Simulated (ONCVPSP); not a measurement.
# An all-electron radial function and its pseudo partner (nickel (Ni))

Columns: radius, all-electron u(r) and pseudo u(r) of the 3d shell (level -13.20 eV) of nickel in the configuration [Ne] 3s2 3p6 3d8 4s1.5; PBE, scalar-relativistic, ONCV scheme, ONCVPSP 4.0.1.

| r (bohr) | all-electron | pseudo |
| --- | --- | --- |
| 0.062 | 0.0308 | 0.0058 |
| 0.125 | 0.1519 | 0.0475 |
| 0.188 | 0.3262 | 0.1539 |
| 0.250 | 0.5044 | 0.3225 |
| 0.312 | 0.6618 | 0.5243 |
| 0.375 | 0.7890 | 0.7277 |
| 0.438 | 0.8816 | 0.9036 |
| 0.500 | 0.9410 | 1.0216 |
| 0.562 | 0.9735 | 1.0621 |
| 0.625 | 0.9842 | 1.0366 |
| 0.688 | 0.9780 | 0.9923 |
| 0.750 | 0.9598 | 0.9606 |
| 0.812 | 0.9333 | 0.9332 |
| 0.875 | 0.9007 | 0.9005 |
| 0.938 | 0.8645 | 0.8644 |
| 1.000 | 0.8270 | 0.8269 |
| 1.062 | 0.7888 | 0.7887 |
| 1.125 | 0.7500 | 0.7499 |
| 1.188 | 0.7118 | 0.7117 |
| 1.250 | 0.6752 | 0.6751 |
| 1.312 | 0.6398 | 0.6397 |
| 1.375 | 0.6053 | 0.6052 |
| 1.438 | 0.5723 | 0.5723 |
| 1.500 | 0.5414 | 0.5413 |
| 1.562 | 0.5120 | 0.5119 |
| 1.625 | 0.4836 | 0.4836 |

Q: How many radial nodes do the two functions have?

A: The all-electron 3d function has n − l − 1 = 0; the pseudo-wave has 0.

Q: At about which radius was the pseudo-wave matched?

A: 0.80 bohr, where the columns begin to agree (steps of 0.06 bohr).

Q: Is the pseudo-wave norm-conserving?

A: Yes: the ONCV scheme keeps the norm inside the radius equal to the all-electron one, which fixes the energy derivative of the logarithmic derivative at the level.
